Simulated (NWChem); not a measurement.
# SiNH₂Br, singlet; SMILES [Si](Br)N

```xyz
5

Si     0.7082     1.1779     0.0000
Br    -0.0143    -1.0224     0.0000
N     -0.8334     1.9385     0.0000
H     -1.7387     1.4781     0.0000
H     -0.9106     2.9512     0.0000
```
Atoms are numbered in this order, from 1.

Low-valent species are run as closed-shell singlets; no triplet was tried in these runs. Coordinates come from a B3LYP/6-31G* (spherical d) optimisation.

Spin-orbit effects, on the heavy nuclei and on their neighbours, are missing.

Question: Give the principal values of the shielding tensors (ppm) of Si1, Br2, N3 from KT2/pcSseg-1, GIAO (NWChem), with their diamagnetic and paramagnetic parts as GIAO splits them.

Answer: 
```json
[
 {"atom": "Si1", "σ11": "-90.0", "σ22": "288.1", "σ33": "300.9", "isotropic": "166.3", "diamagnetic": "878.3", "paramagnetic": "-712.0"},
 {"atom": "Br2", "σ11": "990.6", "σ22": "2066.9", "σ33": "2738.4", "isotropic": "1932.0", "diamagnetic": "3129.0", "paramagnetic": "-1197.0"},
 {"atom": "N3", "σ11": "-67.6", "σ22": "173.8", "σ33": "194.0", "isotropic": "100.1", "diamagnetic": "320.3", "paramagnetic": "-220.2"}
]
```
